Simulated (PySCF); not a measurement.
## From a computed spectrum to the compound

A species of 7 atoms with charge 0 has these harmonic modes (B3LYP, small Gaussian bases with core potentials, PySCF 2.14.0):

| cm⁻¹ | km/mol | symmetry |
| --- | --- | --- |
| 71 | 3.4 | e |
| 71 | 3.4 | e |
| 77 | 10.7 | a1 |
| 214 | 0.1 | e |
| 214 | 0.1 | e |
| 219 | 0.0 | a2 |
| 308 | 0.3 | e |
| 308 | 0.3 | e |
| 315 | 0.1 | a1 |
| 382 | 54.0 | e |
| 382 | 54.0 | e |
| 403 | 37.4 | a1 |
| 2302 | 37.0 | e |
| 2302 | 37.0 | e |
| 2305 | 20.1 | a1 |

Which species is it, and in which structure?

Bi(CN)3 (singlet):
```xyz
7

Bi    0.0000    0.0000   -0.4077
C     1.8799    0.0000    0.8133
N     2.9203    0.0000    1.3314
C    -0.9399    1.6280    0.8133
N    -1.4601    2.5290    1.3314
C    -0.9400   -1.6280    0.8133
N    -1.4601   -2.5290    1.3314
```
Ideal gas at 298.15 K and 1 bar: S = 399.7 J/(mol K), Cp = 120.3 J/(mol K), H − H(0 K) = 26.1 kJ/mol (rigid rotor, harmonic modes, spin degeneracy alone). 
 Other answers can fit too; this one was computed.
